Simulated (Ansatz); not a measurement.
`C[CH2][Al]([NH2])[F]` + H–F → `[NH2][Al]([F])[F]` + `CC` at 500 K and 1 bar (ligand exchange at the Al–C bond).

Calculated with Ansatz (gas phase, PBE0-D4/def2-TZVP geometries, no zero-point term in ΔE). CCSD(T)/CBS is the MP2 limit (def2-TZVPP, def2-QZVPP) plus CCSD(T) − MP2 in def2-TZVPP, frozen cores. This one scheme is used for every species. One conformer a species, not always the lowest.

```
               species  CCSD(T)/CBS energy (Eh)  H − E (kJ/mol)  S (J/(mol·K))
`C[CH2][Al]([NH2])[F]`               -476.96291           295.7          432.5
                   H–F               -100.39570            39.4          188.7
   `[NH2][Al]([F])[F]`               -497.71159           115.9          344.4
                  `CC`                -79.71954           220.5          259.9
```

H − E and S are ideal-gas, rigid-rotor, harmonic terms from PBE0-D4/def2-TZVP, for one conformer and one mirror image of each species. 1 Eh = 2625.50 kJ/mol, R = 8.31446 J/(mol·K).

By hand: ΔE, ΔH, ΔS and ΔG.

ΔE = (-497.71159) + (-79.71954) − (-476.96291) − (-100.39570) = -0.07252 Eh = -190.4 kJ/mol. Δ(H − E) = 115.9 + 220.5 − 295.7 − 39.4 = 1.3, so ΔH = -189.1 kJ/mol. ΔS = 344.4 + 259.9 − 432.5 − 188.7 = -16.9 J/(mol·K). ΔG = -189.1 − 500 × (-16.9)/1000 = -180.7 kJ/mol.

By hand: the equilibrium constant, and the temperature at which ΔG would vanish if ΔH and ΔS stayed fixed.

log₁₀ K = −ΔG/(RT ln 10) = 18.9. ΔG = 0 at ΔH/ΔS = 11189 K, far beyond where these terms or the molecules hold.

ΔH outweighs TΔS. A doubt of 5 kJ/mol in ΔE shifts log₁₀ K by 0.5 here. Other conformers and mirror images would add mixing entropy, several J/(mol·K) or more a flexible species. Modes under 60 cm⁻¹, often nearly free rotors, make the harmonic entropy too high. These are equilibria of isolated gas molecules and say nothing of rates. Largest T1 diagnostic: 0.012 (customary marks: 0.02 for closed shells, 0.045 for open ones).
